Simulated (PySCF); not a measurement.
NMR data simulated for an unnamed compound:

1H NMR (300 MHz, computed): δ 4.48 (m, 1H), 4.11 (s, 6H).

13C{1H} NMR (computed): δ 130.3 (C), 123.8 (C), 54.6 (CH3).

How the numbers were obtained: geometry from GFN2-xTB, σ from GIAO-PBE0/pcSseg-1, in PySCF (fast rotation and ring inversion assumed for equivalent nuclei, no relativistic terms, no solvent model, one conformer).

Shifts are taken against calculated references (same method and geometry level): 1H, 13C against TMS.

**Question.** Which of these does the molecule contain: a CF3 group, an S-methyl group, an OH group, a Si–H bond, an ester?

**Answer.** 
- A CF3 group: yes (δC 130.3).
- An S-methyl group: no.
- An OH group: no.
- A Si–H bond: yes (δH 4.48 (m)).
- An ester: no.

The data belong to `CO[SiH](OC)C(F)(F)C(F)(F)F`, C4H7F5O2Si; they needn't prove each group on their own.

Carbon signals by region: 2 in the sp2 and nitrile region (100–160 ppm), 1 at 50–100 ppm.

Splittings by 19F in the carbon and heteronuclear signals aren't shown, as no couplings were computed. Shifts are as computed. Against solution values, carbons near 30 ppm lie about +3 ppm off and those near 130 ppm about +5 ppm. Of 1211 compounds with measured shifts, 218 miss one by over three times the rms of a fit or turn the order of signals round; such compounds aren't used in these exercises. Multiplicities follow the n + 1 count of equivalent neighbours, as no J values were calculated; m marks all less simple cases, F and P coupling included.
